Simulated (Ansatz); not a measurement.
`C[CH](C)[AlH][OH]`, 14 atoms. The species carries charge 0 and has multiplicity 1. All runs use 4 threads of a server CPU on a shared host. Correlated methods freeze the cores.

Problem. How many basis functions does each run have, and how long does it take in Ansatz? RKS PBE0-D4/def2-QZVPP energy; RKS r2SCAN-D4/def2-TZVPP energy and forces; RKS PBE0-D4/def2-TZVP relaxation (44 steps); RKS PBE-QIDH (frozen core)/def2-TZVPP energy; RHF-MP2/def2-QZVPP energy; RKS ωB97M-V/def2-TZVPP energy and forces; RHF-CCSD(T)/def2-SVP energy; RHF-CCSD(T)/def2-TZVPP energy; RKS HSE06-D4/def2-TZVPP energy; RKS ωB97M-V/def2-SVP energy; RKS PBE0-D4/def2-TZVP frequencies; RKS ωB97M-V/def2-QZVPP energy. (An estimate is asked.)

Solution. The calculation gave: Other jobs shared the machine, so times are rough.

| level | job | functions | wall time | peak host memory (GiB) |
| --- | --- | --- | --- | --- |
| RKS ωB97M-V/def2-SVP | energy | 119 | 3.2 s | 0.39 |
| RHF-CCSD(T)/def2-SVP | energy | 119 | 3.7 s | 0.71 |
| RKS HSE06-D4/def2-TZVPP | energy | 292 | 3.8 s | 0.81 |
| RKS r2SCAN-D4/def2-TZVPP | energy and forces | 292 | 3.9 s | 0.44 |
| RKS PBE-QIDH (frozen core)/def2-TZVPP | energy | 292 | 4.7 s | 0.87 |
| RKS ωB97M-V/def2-TZVPP | energy and forces | 292 | 8 s | 1.2 |
| RKS PBE0-D4/def2-QZVPP | energy | 568 | 10 s | 2.2 |
| RKS ωB97M-V/def2-QZVPP | energy | 568 | 19 s | 2.8 |
| RHF-MP2/def2-QZVPP | energy | 568 | 27 s | 4.5 |
| RKS PBE0-D4/def2-TZVP | relaxation (44 steps) | 215 | 100 s | 0.63 |
| RKS PBE0-D4/def2-TZVP | frequencies | 215 | 3.1 min | 0.63 |
| RHF-CCSD(T)/def2-TZVPP | energy | 292 | 3.3 min | 3.6 |

HSE06 is defined as in plane-wave codes.
